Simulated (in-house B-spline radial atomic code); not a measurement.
Values are calculated unless marked as measured or tabulated.
**C6 from the polarisability at imaginary frequency: As IV (As3+)**

LDA VWN5 linear response of the closed shell [Ar] 3d10 4s2, from a B-spline radial code for spherical atoms; scalar-relativistic (spin-free one-electron X2C), finite nucleus, no spin-orbit coupling; shells from n = 2 respond.

The dispersion coefficient of two like species is C6 = (3/π) ∫ α(iu)² du from 0 to ∞.

```
u (hartree)  α(iu) (bohr³)
          0           6.53
       0.24          5.535
       0.56          3.434
       0.96          1.992
        1.6          1.113
        2.4         0.7049
        3.6         0.4473
        5.6          0.265
          8         0.1669
         12        0.09372
         20        0.04204
         40         0.0129
```

Problem. Fit one oscillator, α(iu) = α(0)/(1 + u²/ω²), through u = 0.24 and estimate C6.

Solution. From α(0)/α(iu) − 1 = 6.53/5.535 − 1 = 0.1798, ω = u/√0.1798 = 0.5661 hartree (15.4 eV). London's formula gives C6 = (3/4) α(0)² ω = 0.75 × 6.53² × 0.5661 = 18.1 hartree·bohr⁶, and the oscillator holds f = α(0) ω² = 2.09 electrons, of a sum of oscillator strengths of 28.6.

Problem. How does that compare with the full integral?

Solution. The program's quadrature over all excitations gives C6 = 20.32, so the single oscillator is off by -10.9 %. At the last point the fit gives α = 0.00131 against 0.0129: higher excitations, and deeper shells where there are any, keep the true curve higher at large u.
